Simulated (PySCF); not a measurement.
**`FC1(F)C[C@H]2C[C@H]21`, C5H6F2**

Geometry (Å), atoms numbered from 1 in this order:
```xyz
13

F    -1.0607   -1.8413   -0.4133
C    -0.9564   -0.4875   -0.5025
F    -1.9892   -0.1062   -1.2970
C    -0.8799    0.2855    0.8235
C     0.4751    0.8333    0.3763
C     1.3995   -0.3123    0.1260
C     0.3942    0.0603   -0.9230
H    -0.8731   -0.3339    1.7186
H    -1.6679    1.0313    0.8910
H     0.8072    1.8422    0.5458
H     1.2757   -1.2340    0.6754
H     2.4253   -0.0692   -0.1052
H     0.6458    0.3322   -1.9331
```

The calculation used PySCF, TDDFT BHandHLYP/def2-SVPD circular dichroism and optical rotation, one conformer, gas phase. Geometry: GFN2-xTB.

States above about 9.6 eV (minus the energy of the highest occupied orbital) lie near or above the ionisation threshold and depend on the basis.

Draw the ECD and absorption spectra from the lowest 8 states, each a Gaussian of half-width 0.25 eV at 1/e height.


```csv
E (eV),λ (nm),Δε (L mol⁻¹ cm⁻¹),ε (L mol⁻¹ cm⁻¹)
7.85,158,-0.01,0.333
7.95,156,-0.04,1.41
8.05,154,-0.12,4.39
8.15,152,-0.27,10.6
8.25,150,-0.48,23.6
8.35,148,-0.79,64.6
8.45,147,-1.62,211
8.55,145,-3.75,621
8.65,143,-7.50,1460
8.75,142,-11.24,2730
8.85,140,-11.90,4220
8.95,139,-7.94,5570
9.05,137,-1.55,6230
9.15,136,+2.16,5740
9.25,134,-1.18,4390
9.35,133,-10.55,3130
9.45,131,-18.73,2630
9.55,130,-18.43,2710
```
Δε uses R in velocity form, ε uses f in length form. Only the states computed contribute, so the short-wavelength end is incomplete.
